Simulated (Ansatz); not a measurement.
```yaml
crystal:
  periodic: [false, false, false]
  atoms:
    - {symbol: C, position_ang: [-1.457552, -0.287944, -0.575829]}
    - {symbol: Sn, position_ang: [0.348165, 0.218388, 0.150440]}
    - {symbol: O, position_ang: [0.777361, -0.523682, 1.946206]}
    - {symbol: O, position_ang: [1.871480, -0.109562, -0.943721]}
    - {symbol: F, position_ang: [0.314820, 2.012521, 0.433873]}
    - {symbol: H, position_ang: [-2.277828, -0.841918, 0.161359]}
    - {symbol: H, position_ang: [-2.063552, 0.420109, -0.998424]}
    - {symbol: H, position_ang: [-1.308191, -1.221399, -1.505439]}
    - {symbol: H, position_ang: [1.688944, -0.700323, 2.325187]}
    - {symbol: H, position_ang: [2.278491, 0.871838, -1.116295]}
basis:
  gaussian: {orbitals: def2-mTZVPP}
magnetization: {spin_polarized: true, initial_magnetization: 0}
hamiltonian: {xc: {name: M06-2X}}
output: {forces: true}
```

```sh
$ ansatz run in.yaml --threads 4 --pin off --events-out ev --progress --plain --max-ram 10444MiB
```

Shortened log:

```
Error: YAML parse error: error: line 17 column 19: hamiltonian.xc: no functional is named "M06-2X"; the names, which are not case-sensitive, are SVWN5, SPW92, PBE, PBE0, PBEsol, revPBE, revPBE0, RPBE, rPW86-PBE, HSE06, wPBEh, LC-wPBE, HISS, HF, BLYP, B3LYP, B3LYP5, BHLYP, CAM-B3LYP, r2SCAN, r2SCANh, r2SCAN0, r2SCAN50, m-r2SCAN, B97, wB97, wB97X, wB97X-V, B97M-V, wB97M-V, B2PLYP, B2GP-PLYP, PBE0-DH, PBE-QIDH
15 |   gaussian: {orbitals: def2-mTZVPP}
16 | magnetization: {spin_polarized: true, initial_magnetization: 0}
17 | hamiltonian: {xc: {name: M06-2X}}
18 | output: {forces: true}
```

Task: Something in this input is off. What?

Result: The method's name isn't one that the program takes here. The input was rejected before any iteration.

HSE06 is defined as in plane-wave codes.
